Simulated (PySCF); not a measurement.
Magnetic susceptibility: `C[S@@](=O)Cc1nccs1`, C$_{5}$H$_{7}$NOS$_{2}$

Geometry (Å), atoms numbered from 1 in this order:
```xyz
16

C    -2.056    0.934    0.340
S    -1.743   -0.769    0.962
O    -2.969   -1.518    0.708
C    -0.581   -1.249   -0.462
C     0.704   -0.569   -0.309
N     0.960    0.624   -0.724
C     2.203    1.031   -0.383
C     2.932    0.133    0.328
S     2.026   -1.306    0.585
H    -2.543    1.494    1.132
H    -1.109    1.394    0.078
H    -2.712    0.870   -0.521
H    -1.088   -0.967   -1.382
H    -0.488   -2.330   -0.389
H     2.530    2.009   -0.683
H     3.928    0.227    0.708
```

Computed, not measured: PySCF, GIAO KT3/pcSseg-1 magnetisability, rotational g tensor and spin-rotation constants, non-relativistic, gas phase. Geometry: GFN2-xTB.

What are the magnetisability and the molar susceptibility?

Isotropic -1484 × 10⁻³⁰ J/T², or -89.3 × 10⁻⁶ cm³/mol; principal values -1960, -1312, -1179 × 10⁻³⁰ J/T², anisotropy 724 × 10⁻³⁰ J/T² (root of half the summed squared differences of the principal values). The susceptibility is in cgs units.

Split it along the inertial axes a, b, c into diamagnetic and paramagnetic parts about the centre of mass, with the quadrupole moment.


| axis | χ (10⁻⁶ cm³/mol) | diamagnetic (10⁻⁶ cm³/mol) | paramagnetic (10⁻⁶ cm³/mol) | summed x² of all electrons (Å²) | quadrupole Θ (D Å) |
| --- | --- | --- | --- | --- | --- |
| a | -86.3 | -561.3 | 475.1 | 362.2 | -6.32 |
| b | -72.4 | -1692.0 | 1619.6 | 95.7 | +4.06 |
| c | -109.4 | -1943.0 | 1833.5 | 36.6 | +2.26 |

Anisotropies 2χaa − χbb − χcc = +9.3 and 2χbb − χaa − χcc = +50.9 × 10⁻⁶ cm³/mol. Θ is traceless in Buckingham's convention.

And the rotational g tensor?


```tsv
axis	rotational constant (GHz)	g	nuclear part	electronic part
a	2.7571	-0.0394	0.5760	-0.6154
b	0.7272	-0.0172	0.5361	-0.5533
c	0.6296	-0.0036	0.5387	-0.5423
```
Asymmetric top; isotopes 12C, 1H, 14N, 16O, 32S; no vibrational averaging.
